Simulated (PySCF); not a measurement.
Molecule: pyridin-3-ylsilane, C5H7NSi, net charge 0, singlet state. 
Coordinates optimised at B3LYP-D3(BJ)/def2-TZVP (Ansatz):
SMILES: c1ncc([SiH3])cc1
```xyz
14

Si     2.3020     0.3029    -0.0042
C      0.4441     0.0743    -0.0028
C     -0.4380     1.1489    -0.1529
C     -1.8047     0.9216    -0.1443
C     -2.2582    -0.3834     0.0151
N     -1.4446    -1.4273     0.1603
C     -0.1324    -1.1908     0.1497
H      2.9499    -1.0162     0.1735
H      2.7488     0.9048    -1.2831
H      2.7133     1.2078     1.0955
H     -0.0617     2.1583    -0.2758
H     -2.5094     1.7346    -0.2584
H     -3.3217    -0.5980     0.0266
H      0.5000    -2.0648     0.2705
```
Charge 0, spin multiplicity 1.

Dispersion corrections to the total energy (kcal/mol) from the dftd3 and dftd4 libraries through PySCF: D3(BJ) without and D4 with the three-body term, each with the damping fitted for the functional named.

```csv
functional,D3(BJ),D4
HSE06,-6.17,-7.16
BLYP,-19.36,-20.15
HF,-69.17,___
TPSS,___,-12.31
PBE0,-7.92,-7.70
revPBE,-22.57,-28.91
B2PLYP,___,-6.38
```

### Question
Fill in the missing entries.

### Answer

- HF, D4: -32.84
- TPSS, D3(BJ): -11.48
- B2PLYP, D3(BJ): -7.43
